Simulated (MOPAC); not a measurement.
Input for MOPAC: PM6 on CH4SSn (SMILES [CH3][Sn][SH]), a point of a torsion scan.

```
PM6 1SCF PRECISE CHARGE=0 THREADS=1
CH4SSn

C     -1.06119945 1    -0.10296872 1     0.03840151 1
Sn     0.29620117 1     1.69370306 1    -0.18260897 1
S      2.40163756 1     0.41522181 1     0.04832138 1
H     -0.67058139 1    -0.96274166 1    -0.50893919 1
H     -2.08595321 1     0.06888109 1    -0.29476962 1
H     -1.10249705 1    -0.39071310 1     1.09205070 1
H      2.84756264 1     1.06276970 1     1.11563148 1
```

Output:

```
*******************************************************************************
 **                                                                           **
 **                              MOPAC v23.2.5                                **
 **                                                                           **
 *******************************************************************************
 ** MOPAC's Digital Object Identifier: https://doi.org/10.5281/zenodo.6511958 **
 **                                                                           **
 ** Please cite the open-source release paper for use of this MOPAC version:  **
 ** J. E. Moussa and J. J. P. Stewart (2026)                                  **
 ** MOPAC: An open-source semiempirical molecular orbital program             **
 ** J. Open Source Softw., 11(119), 8025, https://doi.org/10.21105/joss.08025 **
 *******************************************************************************

                              PM6 CALCULATION RESULTS

 *******************************************************************************
 *  PM6        - The PM6 Hamiltonian to be used
 *
 *
 *
 *                 CHARGE ON SYSTEM = 0
 *
 *
 *
 *  PRECISE    - TIGHTER CRITERIA TO BE USED
 *  1SCF       - DO 1 SCF AND THEN STOP
 *  THREADS=1  - MULTI-THREADING NOT USED
 *  T=         - A TIME OF 172800.0 SECONDS REQUESTED
 *  DUMP=N     - RESTART FILE WRITTEN EVERY 7200.0 SECONDS REQUESTED
 *******************************************************************************
PM6 1SCF PRECISE CHARGE=0 THREADS=1
 CH4SSn

   ATOM   CHEMICAL          X               Y               Z
  NUMBER   SYMBOL      (ANGSTROMS)     (ANGSTROMS)     (ANGSTROMS)

     1       C         -1.06119945  *  -0.10296872  *   0.03840151  *
     2      Sn          0.29620117  *   1.69370306  *  -0.18260897  *
     3       S          2.40163756  *   0.41522181  *   0.04832138  *
     4       H         -0.67058139  *  -0.96274166  *  -0.50893919  *
     5       H         -2.08595321  *   0.06888109  *  -0.29476962  *
     6       H         -1.10249705  *  -0.39071310  *   1.09205070  *
     7       H          2.84756264  *   1.06276970  *   1.11563148  *



          CARTESIAN COORDINATES

    NO.       ATOM           X           Y           Z

     1         C         -1.0612     -0.1030      0.0384
     2        Sn          0.2962      1.6937     -0.1826
     3         S          2.4016      0.4152      0.0483
     4         H         -0.6706     -0.9627     -0.5089
     5         H         -2.0860      0.0689     -0.2948
     6         H         -1.1025     -0.3907      1.0921
     7         H          2.8476      1.0628      1.1156

 General Reference for PM6:
 "Optimization of Parameters for Semiempirical Methods V: Modification of NDDO Approximations
 and Application to 70 Elements", J. J. P. Stewart, J. Mol. Mod., 13, 1173-1213 (2007)
 URL: https://link.springer.com/article/10.1007/s00894-007-0233-4

           Empirical Formula: C H4 Sn S  =     7 atoms



      MOLECULAR POINT GROUP   :   C1


      RHF CALCULATION, NO. OF DOUBLY OCCUPIED LEVELS = 9


 -------------------------------------------------------------------------------
 PM6 1SCF PRECISE CHARGE=0 THREADS=1
 CH4SSn



     1SCF WAS SPECIFIED, SO BFGS WAS NOT USED
     SCF FIELD WAS ACHIEVED


                              PM6 CALCULATION
                                                       MOPAC v23.2.5 Linux




          FINAL HEAT OF FORMATION =         16.84597 KCAL/MOL =      70.48354 KJ/MOL


          COSMO AREA              =        126.73 SQUARE ANGSTROMS
          COSMO VOLUME            =        120.18 CUBIC ANGSTROMS

          IONIZATION POTENTIAL    =          8.310281 EV
          HOMO LUMO ENERGIES (EV) =         -8.310 -1.282
          NO. OF FILLED LEVELS    =          9
          MOLECULAR WEIGHT        =        166.7926         POINT GROUP:  C1

          MOLECULAR DIMENSIONS (Angstroms)

            Atom       Atom       Distance
            H     7    H     5     5.22653
           Sn     2    H     6     2.45797
            H     4   Sn     2     1.61760


          SCF CALCULATIONS        =          1





   ATOM   CHEMICAL          X               Y               Z
  NUMBER   SYMBOL      (ANGSTROMS)     (ANGSTROMS)     (ANGSTROMS)

     1       C         -1.06119945  *  -0.10296872  *   0.03840151  *
     2      Sn          0.29620117  *   1.69370306  *  -0.18260897  *
     3       S          2.40163756  *   0.41522181  *   0.04832138  *
     4       H         -0.67058139  *  -0.96274166  *  -0.50893919  *
     5       H         -2.08595321  *   0.06888109  *  -0.29476962  *
     6       H         -1.10249705  *  -0.39071310  *   1.09205070  *
     7       H          2.84756264  *   1.06276970  *   1.11563148  *

                             CARTESIAN COORDINATES

   1    C       -1.061199450    -0.102968720     0.038401510
   2   Sn        0.296201170     1.693703060    -0.182608970
   3    S        2.401637560     0.415221810     0.048321380
   4    H       -0.670581390    -0.962741660    -0.508939190
   5    H       -2.085953210     0.068881090    -0.294769620
   6    H       -1.102497050    -0.390713100     1.092050700
   7    H        2.847562640     1.062769700     1.115631480


           Empirical Formula: C H4 Sn S  =     7 atoms



      MOLECULAR POINT GROUP   :   C1


                  EIGENVALUES
 -29.50471 -23.58937 -14.08869 -13.45195 -13.39243 -12.50645 -10.33931  -9.17723
  -8.31028  -1.28233   0.23801   0.98602   1.61248   2.30406   2.37834   2.39476
   2.41428   3.95635   6.05046   6.13421   7.25861


              NET ATOMIC CHARGES AND DIPOLE CONTRIBUTIONS

  ATOM NO.   TYPE          CHARGE      No. of ELECS.   s-Pop       p-Pop       d-Pop
    1          C          -0.766205        4.7662     1.12573     3.64047
    2         Sn           0.700149        3.2999     1.85196     1.44789
    3          S          -0.635654        6.6357     1.93921     4.58607     0.11038
    4          H           0.169372        0.8306     0.83063
    5          H           0.161300        0.8387     0.83870
    6          H           0.165132        0.8349     0.83487
    7          H           0.205905        0.7941     0.79409
 DIPOLE           X         Y         Z       TOTAL
 POINT-CHG.    -2.651     4.818     0.424     5.516
 HYBRID         0.503    -3.505     0.095     3.542
 SUM           -2.148     1.314     0.519     2.570


          ATOMIC ORBITAL ELECTRON POPULATIONS

     Atom    s        px        py        pz      x^2-y^2     xz        z^2       yz        xy
    1  C   1.12573   1.20500   1.24465   1.19082
    2 Sn   1.85196   0.54795   0.82239   0.07755
    3  S   1.93921   1.50332   1.64495   1.43780   0.00984   0.01606   0.02148   0.04153   0.02147
    4  H   0.83063
    5  H   0.83870
    6  H   0.83487
    7  H   0.79409

 **********************
 *                    *
 * JOB ENDED NORMALLY *
 *                    *
 **********************




 == MOPAC DONE ==
```

The run finished.

Cost: about 0.03 core-seconds (a rough figure).
